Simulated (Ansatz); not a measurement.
`[F][SnH2][CH2]Cl` + CH₄ → `[CH3][SnH2][CH2]Cl` + H–F  (formal exchange of groups at the Sn–F bond)

Calculated with Ansatz (gas phase, PBE0-D4/def2-TZVP geometries, no zero-point term in ΔE). CCSD(T)/CBS adds triple-zeta CCSD(T) − MP2 to the extrapolated MP2 energy (def2 sets, frozen cores). This one scheme is used for every species. Functionals use def2-TZVPP. B3LYP here is the variant with VWN-RPA as its local correlation; programs differ in this. def2 core potentials past Kr. For Sn outer-core shells are correlated without core-valence functions, which leaves a few kJ/mol of doubt a bond. Each species was taken in one conformer, which may not be the lowest.

Is it downhill or uphill in electronic energy at CCSD(T)/CBS, and by how much? (Estimate.)

Computed: Uphill: ΔE = +17.8 kcal/mol.

What do these levels give: r2SCAN-D4, B3LYP-D4, ωB97M-V, CCSD(T)/def2-TZVPP, HF/def2-QZVPP, MP2/def2-QZVPP? (Estimate.)

Computed: r2SCAN-D4 21.7, B3LYP-D4 21.4, ωB97M-V 20.0, CCSD(T)/def2-TZVPP 17.1, HF/def2-QZVPP 24.7, MP2/def2-QZVPP 16.7 kcal/mol.

Largest T1 diagnostic among the species: 0.012.

The D4 term adds −1.8 kcal/mol with B3LYP and −1.0 kcal/mol with PBE0; it sums over pairs of atoms, weighted by their polarisabilities, and B3LYP, whose exchange is more repulsive, gets the larger term. From PBE to PBE0 (25 % exact exchange), in def2-TZVPP and without D4, ΔE moves by −1.4 kcal/mol.
